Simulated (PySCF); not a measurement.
# Potential energy of MgCd⁺ along the bond

Set-up: basis Mg def2-SVPD, Cd def2-SVPD with ECP28; scalar-relativistic core potentials; PySCF 2.14. Energies in eV from Mg⁺ + Cd in their ground configurations at the same level. State: ²Σ⁺ (doublet), unpaired electrons σ ↑.

| R (Å) | r²SCAN0 | PBE0 | ROHF-SCS-MP2 |
| --- | --- | --- | --- |
| 2.538 | -0.784 | -0.779 | -0.5074 |
| 2.656 | -0.929 | -0.928 | -0.6646 |
| 2.774 | -1.005 | -1.010 | -0.7522 |
| 2.862 | -1.030 | -1.038 | -0.7845 |
| 2.951 | -1.035 | -1.046 | -0.7956 |
| 3.039 | -1.024 | -1.038 | -0.7908 |
| 3.158 | -0.992 | -1.010 | -0.7663 |
| 3.305 | -0.934 | -0.956 | -0.7168 |
| 3.482 | -0.851 | -0.877 | -0.6424 |
| 3.718 | -0.734 | -0.766 | -0.5355 |

**Question.** Put a parabola through the three lowest points of the r²SCAN0 curve and estimate Re, k and ωe (reduced mass 19.81 u; 1 eV/Å² = 0.16022 mdyn/Å; ωe = 1302.8·√(k/μ) cm⁻¹).

**Answer.** Through R = 2.862, 2.951, 3.039 Å the second-order coefficient is 1.02 eV/Å², so Re ≈ 2.934 Å, k ≈ 0.328 mdyn/Å and ωe ≈ 168 cm⁻¹. A polynomial fit of higher order to the unrounded r²SCAN0 energies gives Re = 2.929 Å, k = 0.338 mdyn/Å, ωe = 170 cm⁻¹; anharmonicity and rounding make the difference.

The higher-order fit for each curve: r²SCAN0: Re = 2.929 Å, ωe = 170 cm⁻¹, De = 1.04 eV; PBE0: Re = 2.946 Å, ωe = 166 cm⁻¹, De = 1.05 eV; ROHF-SCS-MP2: Re = 2.964 Å, ωe = 163 cm⁻¹, De = 0.80 eV.

Correlated steps freeze 1 core orbital. Correlated levels converge slowly with the basis: in double zeta they bind strong bonds too weakly, by up to about 1 eV, and carry superposition errors of some tenths. Spin–orbit coupling is left out. For an ion De counts to the pair picked by the measured ionisation energies or electron affinities, which need not be the lowest pair at this level. The state was picked by a PBE0 search and need not be the measured ground state.
